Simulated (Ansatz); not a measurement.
Ansatz (an electronic-structure program) input (B3LYP/LANL2DZ): The .json file is the Basis Set Exchange's LANL2DZ.

Ansatz 0.2 input:
```yaml
crystal:
  periodic: [false, false, false]
  atoms:
    - {symbol: W, position_ang: [-0.03715064, -0.06264875, -0.05076044]}
    - {symbol: O, position_ang: [1.65437362, -0.15395893, -0.54203499]}
    - {symbol: O, position_ang: [-0.40034534, -0.64888629, 1.57261805]}
    - {symbol: O, position_ang: [-0.91038481, 1.38234614, -0.56104901]}
basis:
  gaussian:
    orbitals: LANL2DZ.json
hamiltonian:
  xc: {name: B3LYP}
total_charge: -1
magnetization: {spin_polarized: true, initial_magnetization: 1}
relax: {f_tol: 0.003, max_steps: 120}
```

From the last part of the output:

```
integrals: 0.02 GiB planned
795 factors; integrals over basis functions are off by at most 1.9e-5 eV
mean field: 0.26 GiB planned
mean field evaluation 1: about -7978.5562 eV, gradient 5.2e1 eV
mean field evaluation 2: about -7829.0040 eV, gradient 1.8e2 eV
mean field evaluation 4: about -7991.3006 eV, gradient 2.5e0 eV
mean field evaluation 8: about -7991.3982 eV, gradient 3.7e-1 eV
mean field evaluation 16: about -7991.3991 eV, gradient 1.4e-4 eV
mean field -7991.39913783 eV, -293.6785015505 hartree, gradient 3.1e-5 eV, S^2 0.755612; 0 other end points of the search recorded, 0 dependent functions left out
the calculation of the forces begins
reference -7991.39941678 eV, -293.6785118017 hartree; 20, 19 occupied and 29, 30 virtual orbitals, 795 factors
relax step   1: F+E_penalty+E_count = -7991.39913783 eV  Δ(F+E_penalty+E_count) = +0.000e0 eV  max|allowed force component| = 6.553e-1 eV/Å  Δτ_max = 0.0000 Å  (34 SCF iters, accepted)
these checks for a lower state are left out or cut short: starts, cluster_reference, orbital_swaps, neighbouring_geometries, increment
integrals: 0.02 GiB planned
795 factors; integrals over basis functions are off by at most 1.9e-5 eV
mean field: 0.26 GiB planned
mean field -7991.41792220 eV, -293.6791918633 hartree, gradient 1.9e-5 eV, S^2 0.756705; 0 other end points of the search recorded, 0 dependent functions left out
the calculation of the forces begins
reference -7991.41820208 eV, -293.6792021487 hartree; 20, 19 occupied and 29, 30 virtual orbitals, 795 factors
relax step   2: F+E_penalty+E_count = -7991.41792220 eV  Δ(F+E_penalty+E_count) = -1.878e-2 eV  max|allowed force component| = 3.256e-2 eV/Å  Δτ_max = 0.0346 Å  (37 SCF iters, accepted)
these checks for a lower state are left out or cut short: starts, cluster_reference, orbital_swaps, neighbouring_geometries, increment
integrals: 0.02 GiB planned
795 factors; integrals over basis functions are off by at most 1.9e-5 eV
mean field: 0.26 GiB planned
mean field evaluation 32: about -7991.4183 eV, gradient 3.5e-4 eV
mean field -7991.41826913 eV, -293.6792046125 hartree, gradient 2.3e-5 eV, S^2 0.757176; 0 other end points of the search recorded, 0 dependent functions left out
the calculation of the forces begins
reference -7991.41854916 eV, -293.6792149036 hartree; 20, 19 occupied and 29, 30 virtual orbitals, 795 factors
relax step   3: F+E_penalty+E_count = -7991.41826913 eV  Δ(F+E_penalty+E_count) = -3.469e-4 eV  max|allowed force component| = 1.366e-2 eV/Å  Δτ_max = 0.0249 Å  (38 SCF iters, accepted)
these checks for a lower state are left out or cut short: starts, cluster_reference, orbital_swaps, neighbouring_geometries, increment
integrals: 0.02 GiB planned
795 factors; integrals over basis functions are off by at most 1.9e-5 eV
mean field: 0.26 GiB planned
mean field -7991.41838768 eV, -293.6792089691 hartree, gradient 2.0e-5 eV, S^2 0.757019; 0 other end points of the search recorded, 0 dependent functions left out
the calculation of the forces begins
reference -7991.41866766 eV, -293.6792192584 hartree; 20, 19 occupied and 29, 30 virtual orbitals, 795 factors
relax step   4: F+E_penalty+E_count = -7991.41838768 eV  Δ(F+E_penalty+E_count) = -1.185e-4 eV  max|allowed force component| = 1.110e-3 eV/Å  Δτ_max = 0.0082 Å  (37 SCF iters, accepted)
integrals: 0.02 GiB planned
795 factors; integrals over basis functions are off by at most 1.9e-5 eV
mean field: 0.26 GiB planned
mean field evaluation 64: about -7991.4184 eV, gradient 2.0e-5 eV
mean field -7991.41838768 eV, -293.6792089691 hartree, gradient 2.0e-5 eV, S^2 0.757019; 1 other end points of the search recorded, 0 dependent functions left out
the calculation of the forces begins
reference -7991.41866766 eV, -293.6792192584 hartree; 20, 19 occupied and 29, 30 virtual orbitals, 795 factors
Total energy: -7991.41866766 eV, -293.6792192584 hartree
Atom 0 at    -0.015718    -0.026497    -0.021474 Å, force    -0.000133    -0.000259    -0.000190 eV/Å
Atom 1 at     1.672383    -0.171685    -0.563201 Å, force    -0.001110     0.000339     0.000595 eV/Å
Atom 2 at    -0.415893    -0.674695     1.585987 Å, force     0.000440     0.000712    -0.001000 eV/Å
Atom 3 at    -0.934279     1.389729    -0.582538 Å, force     0.000803    -0.000792     0.000595 eV/Å
Dipole moment:    -0.140953    -0.237686    -0.192587 e Å
```

The dipole moment of an ion depends on the origin.
